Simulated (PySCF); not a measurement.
**How methods differ on the ionisation energy of Cr**

Cr [Ar] 3d5 4s1 [3d3/2^4 3d5/2^1 4s1/2^1, M_J = 3] → Cr⁺ [Ar] 3d5 [3d3/2^4 3d5/2^1, M_J = 5/2], as a difference of total energies. Calculation: PySCF 2.14, in x2c-SVPall-2c (5s5p3d1f, 42 functions); the two-component X2C-1e Hamiltonian. Correlated levels: [Ne] frozen; the 6 highest virtual spinors dropped. "Screened" scales the spin-orbit matrix elements by Boettger's factors to mimic the two-electron term; Breit and QED terms are absent.

```tsv
method	ionisation energy (eV)	error (eV)
GHF (screened spin-orbit)	6.019	-0.748
GMP2 (screened spin-orbit)	6.510	-0.257
```

Reference: 6.767 eV (measured; NIST Atomic Spectra Database, ionization energies).

Errors of the correlated levels include the incompleteness of this basis and the frozen core.

The labels give the starting determinants; with spin-orbit coupling the two ends relaxed to ⟨J²⟩ = 12.00, ⟨L²⟩ = 0.00, ⟨S²⟩ = 12.00 and ⟨J²⟩ = 8.75, ⟨L²⟩ = 0.00, ⟨S²⟩ = 8.75.
